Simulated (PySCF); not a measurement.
Removal energies of Sm⁴⁴⁺ from EOM-IP-GCCSD

Reference: closed-shell Sm⁴⁴⁺, [Ar]; one electron is removed. Calculated with PySCF 2.14, two-component X2C-1e with screened spin-orbit coupling, an even-tempered Gaussian basis (18 s from 3.5 bohr⁻², ratio 2.6; 14 p from 4.6 bohr⁻², ratio 2.6; 5 d from 4.7 bohr⁻², ratio 2.8; 3 f from 77 bohr⁻², ratio 2.8); frozen [Ne]; the 62 highest virtual spinors dropped; of the others 50 kept and the rest restored at second order. No Breit or QED terms. Binding energies in eV.

```json
{"level": "3s1/2", "Koopmans": "3988.1", "second order": "near a pole", "EOM-CCSD": "3976.3"}
{"level": "3p1/2", "Koopmans": "3824.0", "second order": "3823.9", "EOM-CCSD": "3823.9"}
{"level": "3p3/2", "Koopmans": "3671.2", "second order": "3672.0", "EOM-CCSD": "3672.3"}
```

In EOM-CCSD the overlap with the one-orbital guess is low for 3s1/2 (weight 0.72). That can mean mixing with two-hole, one-particle states, where second order and EOM-CCSD lose accuracy, or only a rotation among the degenerate components of the shell; the terms of those configurations are not listed.

For comparison, the ionisation energy of Sm⁴⁴⁺ is 3669 ± 4 eV (theoretical estimate listed by NIST; NIST Atomic Spectra Database, ionization energies).
